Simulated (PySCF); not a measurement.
Species: B3H5O4Si.
Geometry (PBE0-D3(BJ)/def2-SVP, Å), atoms numbered from 1 in this order:
```
atom  x, y, z in Å
Si1    2.6400   -0.3861    0.0350
O2     1.2840    0.0569   -0.8584
B3    -0.0025    0.1402   -0.4787
O4    -0.3700   -0.1452    0.8249
B5    -1.6803   -0.0696    1.2093
O6    -2.6314    0.2823    0.2880
B7    -2.2818    0.5661   -1.0096
O8    -0.9705    0.5067   -1.3846
H9     2.8578    0.5867    1.1424
H10    3.7880   -0.3587   -0.9090
H11    2.4615   -1.7594    0.5861
H12   -1.9932   -0.3094    2.3452
H13   -3.1286    0.8643   -1.8090
```

Method used: core-valence-separated Tamm–Dancoff BHandHLYP/aug-pcX-1 (pcseg-1 on H, def2-SVPD on Si) in PySCF, non-relativistic, gas phase, PBE0-D3(BJ)/def2-SVP geometry. The energies are unshifted.

The lowest roots of each edge with f over 0.003 (five at most, numbered afresh; weaker and dark ones are left out), with transition dipoles (au) in the frame of the coordinates:

```
root  edge  E (eV)       μx       μy       μz
   1     O  532.15  -0.0054  -0.0435  -0.0109
   2     O  532.16   0.0060   0.0486   0.0123
   3     O  532.23   0.0058   0.0441   0.0111
   4     O  532.77   0.0182  -0.0073   0.0171
   5     O  532.99  -0.0054  -0.0389  -0.0101
   6     B  188.56   0.0025   0.0306   0.0079
   7     B  188.57   0.0235   0.1888   0.0469
   8     B  190.44  -0.0196  -0.1400  -0.0360
   9     B  192.46   0.0199  -0.0069   0.0197
  10     B  192.46   0.0157   0.0038  -0.0237
```

What are the oscillator strengths?

f = (2/3) ΔE |μ|², with ΔE in hartree (27.2114 eV):

```csv
root,ΔE (Eh),|μ|² (au),f,core hole on
1,19.5562,0.002040,0.027,O6
2,19.5564,0.002549,0.033,O8
3,19.5590,0.002102,0.027,O4
4,19.5789,0.000677,0.009,O2
5,19.5869,0.001644,0.021,O2
6,6.9296,0.001005,0.005,B5 + B7
7,6.9300,0.038397,0.177,B5 + B7
8,6.9985,0.021280,0.099,B3
9,7.0727,0.000832,0.004,B5/B7
10,7.0728,0.000823,0.004,B5/B7
```

Molecules are fixed in this frame and the field points along (1, 1, 0)/√2. What effective strengths 3 f cos²θ do the roots have (θ between field and μ)?

root 1 (O6): 0.047, root 2 (O8): 0.058, root 3 (O4): 0.049, root 4 (O2): 0.002, root 5 (O2): 0.038, root 6 (B5 + B7): 0.008, root 7 (B5 + B7): 0.312, root 8 (B3): 0.178, root 9 (B5/B7): 0.001, root 10 (B5/B7): 0.003. Root 7 is the strongest. Averaged over all orientations cos²θ is 1/3, which gives f back. For degenerate partners only the sum has meaning, as the program may mix them freely.

One conformer stands for the species.
